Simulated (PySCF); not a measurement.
Molecule: sum formula SiN$_{3}$H$_{5}$Cl, charge -1, multiplicity 1. It need not be the lowest isomer of its formula. Whether it binds its extra electron was not tested at this geometry. SMILES: [NH-][Si](N)(N)Cl
Structure (B3LYP-D3(BJ)/def2-TZVP (Ansatz) minimum search):
```
Si
N 1 1.6271
H 2 1.0134 1 116.39
N 1 1.7604 2 109.14 3 171.43
H 4 1.0114 1 114.18 2 140.96
H 4 1.0130 5 108.48 1 122.33
N 1 1.7604 2 120.39 3 42.19
H 7 1.0116 1 115.52 2 -166.89
H 7 1.0124 8 109.44 1 128.67
Cl 1 2.2495 2 119.80 3 -73.82
```
Charge -1, spin multiplicity 1.

Dispersion corrections to the total energy (kcal/mol) from the dftd3 and dftd4 libraries through PySCF: D3(BJ) without and D4 with the three-body term, each with the damping fitted for the functional named.

```tsv
functional	D3(BJ)	D4
HF	-43.23	-22.58
B2GP-PLYP	(withheld)	-2.84
PW6B95	-3.17	-5.75
r2SCAN	-1.64	-1.63
B2PLYP	-4.95	-4.67
TPSS	(withheld)	-9.02
B3LYP	(withheld)	-10.78
```

**Question.** What belongs in the gaps?

**Answer.** 
- B2GP-PLYP, D3(BJ): -4.38
- TPSS, D3(BJ): -7.37
- B3LYP, D3(BJ): -10.28
